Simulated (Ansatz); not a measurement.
All numbers were calculated with Ansatz.

Basis-set series for `[OH][Zr]([F])([F])[SeH]`. Total charge 0; spin multiplicity 1. Zr takes the def2 core potential. All single points use the PBE0-D4/def2-TZVP geometry. It is one conformer, not always the lowest.

```json
{"functional": "PBE0-D4", "basis": "def2-SVP", "functions": "115", "energy (Eh)": "-2723.93480", "HOMO (eV)": "-7.20", "LUMO (eV)": "-1.30"}
{"functional": "PBE0-D4", "basis": "def2-QZVPP", "functions": "401", "energy (Eh)": "-2724.65042", "HOMO (eV)": "-7.32", "LUMO (eV)": "-1.44"}
{"functional": "ωB97M-V", "basis": "def2-SVP", "functions": "115", "energy (Eh)": "-2724.20384", "HOMO (eV)": "-9.27", "LUMO (eV)": "0.54"}
{"functional": "ωB97M-V", "basis": "def2-QZVPP", "functions": "401", "energy (Eh)": "-2724.92272", "HOMO (eV)": "-9.42", "LUMO (eV)": "0.17"}
```

Task: Give the rows for def2-TZVPP. (An estimate is asked.)

Result: The calculation gave: 
```
functional       basis  functions  energy (Eh)  HOMO (eV)  LUMO (eV)
   PBE0-D4  def2-TZVPP        225  -2724.58144      -7.31      -1.42
   ωB97M-V  def2-TZVPP        225  -2724.85643      -9.40       0.34
```

Positive LUMOs are unbound and depend on the basis. Scalar relativity is left out up to krypton.
